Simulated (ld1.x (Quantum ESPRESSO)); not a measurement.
Configuration tests for boron (ultrasoft)

B (Z = 5), ultrasoft, made with ld1.x (Quantum ESPRESSO) 7.5 (PW91, scalar-relativistic). Core [He], reference 2s1 2p0 (charge +2). Waves: 2s (bound): rcut 1.15, rcutus 1.35 bohr; 2s channel at -1.95 Ry: rcut 1.15, rcutus 1.35 bohr; 2p (bound, empty): rcut 1.15, rcutus 1.60 bohr; 2p channel at -0.9 Ry: rcut 1.15, rcutus 1.60 bohr; 3d channel at -0.1 Ry: rcut 1.30, rcutus 1.75 bohr; 3d channel at 1.7 Ry: rcut 1.30, rcutus 1.75 bohr. Local part: all-electron potential smoothed inside 1.65 bohr (lloc = -1). Core correction: none. Augmentation charge: PSQ, inside the norm-conserving radii.

Energies are relative to the spin-unpolarised reference configuration 2s1 2p0; without spin polarisation the order of configurations can differ from experiment. Not all tests gave a result: test run stopped at test 6 of 7 (negative rho).

```
valence configuration  charge  ΔE all-electron (eV)  error AE − PS (meV)
              2s2 2p1       0               -33.736                 +358
              2s2 2p0      +1               -25.468                  +27
            2s2 2p0.5    +0.5               -30.825                 +161
              2s0 2p3       0               -22.017                 +784
            2s2 2p1.3    -0.3               -34.487                 +429
```

Levels in the configuration 2s2 2p0.5:

```json
{"level": "2s", "all-electron (eV)": "-14.175", "pseudo (eV)": "-14.181"}
{"level": "2p", "all-electron (eV)": "-8.137", "pseudo (eV)": "-8.590"}
```

ld1.x printed “convergence not achieved” for 1 of the counted tests; its residual had stalled under 1e-8, short of the target of 1e-14.
